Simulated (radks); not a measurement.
Task: Coherent X-ray form factor from a spherical all-electron density. All-electron calculation, Dirac Kohn-Sham, Slater X-alpha with alpha = 0.614, spin-unpolarised, spherical densities, point nucleus. Program: a radial shooting solver on a logarithmic mesh with Libxc functionals.

sin(theta)/lambda (1/angstrom),f0 (electrons)
0.05,46.293
0.1,44.386
0.15,41.752
0.2,38.832
0.25,35.915
0.3,33.159
0.4,28.411
0.5,24.765
0.6,22.057
0.8,18.374
1,15.642
1.25,12.623
1.5,10.072
2,6.873

The species is in the configuration that NIST lists as its ground one. Which atom or ion scatters so?

Result: The cadmium ion Cd+, [Kr] 4d10 5s1. Extrapolating in s^2 from the first two rows gives f0(0) = 46.9, near the electron count 47; among species with that count, the fall with angle is slower the higher Z, and the table is that of Z = 48; from so few rows the species is fixed only to a neighbour or two.
